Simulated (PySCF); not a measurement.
C₄H₁₂OSi.
Structure used (PBE0-D3(BJ)/def2-SVP), in Å, numbered top down from 1:
```xyz
18
C4H12OSi angstrom
C     -2.099    0.018    0.347
C     -0.651    0.306   -0.017
C      0.122    0.996    1.097
C      1.585    1.214    0.772
O      2.220   -0.029    0.582
Si     3.777   -0.202    0.025
H     -2.164   -0.642    1.227
H     -2.633   -0.476   -0.478
H     -2.645    0.944    0.590
H     -0.611    0.932   -0.926
H     -0.132   -0.632   -0.270
H      0.058    0.397    2.022
H     -0.331    1.977    1.327
H      1.676    1.837   -0.142
H      2.075    1.772    1.593
H      4.018   -1.664   -0.105
H      3.944    0.475   -1.300
H      4.765    0.397    0.978
```

Method used: PBE0-D3(BJ)/def2-SVP geometry optimisation, gas phase (PySCF 2.14.0).

Take the most abundant isotopes and a rigid rotor. The values belong to one conformer with, in the numbering `[CH3:1][CH2:2][CH2:3][CH2:4][O:5][SiH3:6]`, C1–C2–C3–C4 177°, C2–C3–C4–O5 -62°, C3–C4–O5–Si6 172°.

(1) What are A, B and C (MHz)?

(2) Classify the top.

(3) What does the inertial defect say?

(4) Predict some low-J microwave lines.

Results:

(1) Ia = 62.15, Ib = 486.70, Ic = 519.88 u·Å²; 505379 MHz·u·Å²/I gives A = 8132, B = 1038, C = 972.1 MHz.

(2) A near-prolate asymmetric top: κ = (2 × 1038 − 8132 − 972.1)/(8132 − 972.1) = -0.98.

(3) Not planar: Δ = Ic − Ia − Ib = -28.97 u·Å². For a rigid frame Δ = −2 Σ m c², so Σ m c² = 14.48 u·Å² lies off the ab plane: 10.15 from hydrogen and 4.33 from heavier atoms. The atom farthest from that plane is 1.51 Å away.

(4) The dipole components are |μa| = 0.14 D, |μb| = 0.72 D, |μc| = 0.55 D. Intensities carry the squares of the components, which stand as 0.04 : 1.00 : 0.58 (a : b : c). Some lines, for components of 0.1 D or more:

| type | branch | J(Ka,Kc) | MHz | lower level (cm⁻¹) |
| --- | --- | --- | --- | --- |
| a | Q | 4(1,3) ← 4(1,4) | 663 | 0.897 |
| c | Q | 3(1,3) ← 3(0,3) | 6930 | 0.402 |
| a | R | 4(1,4) ← 3(1,3) | 7909 | 0.633 |
| a | R | 4(0,4) ← 3(0,3) | 8037 | 0.402 |
| b | Q | 4(2,2) ← 4(1,3) | 21057 | 0.919 |
| b | R | 2(2,1) ← 1(1,0) | 25369 | 0.306 |
| c | Q | 3(3,1) ← 3(2,1) | 35632 | 1.353 |
| c | R | 4(3,1) ← 3(2,1) | 43675 | 1.353 |
| b | Q | 4(4,0) ← 4(3,1) | 49887 | 2.810 |
| c | R | 4(4,1) ← 3(3,1) | 57930 | 2.542 |

No frequency check. Constants of a rigid frame at the computed geometry: no zero-point averaging, no centrifugal distortion. A rigid rotor knows nothing of internal rotation, which can split or shift real lines.
